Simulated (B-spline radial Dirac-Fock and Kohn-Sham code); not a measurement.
**Dipole and non-dipole photoemission parameters of Si 3s**

System: atomic silicon in the configuration 1s2 2s2 2p6 3s2 3p2; threshold 13.00 eV (orbital energy of the model). The computed values come from a B-spline atomic structure program: Dirac-Hartree-Slater photoionisation with a Latter tail; cross sections with all multipoles, angular parameters from the dipole term and its interference with E2.

Input of the calculation (task.json; shells as n, l, electrons):

```json
{"items": [{
  "Z": 14,
  "q": 0,
  "cfg": [[1, 0, 2], [2, 0, 2], [2, 1, 6], [3, 0, 2], [3, 1, 2]],
  "A": 28,
  "rrms": 3.1224,
  "do": "xps",
  "hv": [55.6, 60, 143.0, 150, 189.0, 200, 240.0, 300, 317.0, 665.0, 674.0, 909.0, 1000, 1250.0, 1600.0, 2000, 3110.0, 3270.0, 3550.0, 5170.0, 5510.0, 7170.0, 7260.0, 8047.8, 9050.0, 11700.0, 13100.0, 14100.0, 15000],
  "edges": {"K": 1839.0, "L1": 149.7, "L2": 99.8, "L3": 99.2}
}]}
```

Launch: `python xray2_run.py task.json out`

| hν (eV) | σ (kb) | β | γ |
| --- | --- | --- | --- |
| 55.6 | 314 | 2.000 | 0.131 |
| 60 | 293 | 2.000 | 0.131 |
| 143 | 87.8 | 2.000 | 0.017 |
| 150 | 81.4 | 2.000 | 0.011 |
| 189 | 56.1 | 2.000 | -0.015 |
| 200 | 51.2 | 2.000 | -0.020 |
| 240 | 38.0 | 2.000 | -0.031 |
| 300 | 26.0 | 2.000 | -0.032 |
| 317 | 23.6 | 2.000 | -0.030 |
| 665 | 5.97 | 2.000 | 0.090 |
| 674 | 5.81 | 2.000 | 0.094 |
| 909 | 3.14 | 2.000 | 0.197 |
| 1000 | 2.57 | 2.000 | 0.236 |
| 1250 | 1.58 | 2.000 | 0.337 |
| 1600 | 0.903 | 2.000 | 0.465 |
| 2000 | ? | ? | ? |
| 3110 | 0.181 | 2.000 | 0.912 |
| 3270 | 0.159 | 2.000 | 0.952 |
| 3550 | 0.129 | 2.000 | 1.018 |
| 5170 | 0.0479 | 2.000 | 1.358 |
| 5510 | 0.0404 | 2.000 | 1.421 |
| 7170 | 0.0196 | 2.000 | 1.699 |
| 7260 | 0.0189 | 2.000 | 1.713 |
| 8047.8 | 0.0142 | 2.000 | 1.832 |
| 9050 | 0.0102 | 2.000 | 1.973 |
| 11700 | 0.00487 | 2.000 | 2.309 |
| 13100 | 0.00350 | 1.999 | 2.470 |
| 14100 | 0.00282 | 1.999 | 2.578 |
| 15000 | 0.00235 | 1.999 | 2.673 |

Problem. Give the values at 2000 eV.

Solution. σ = 0.535 kb, β = 2.000, γ = 0.599. For an s subshell δ is negligible.
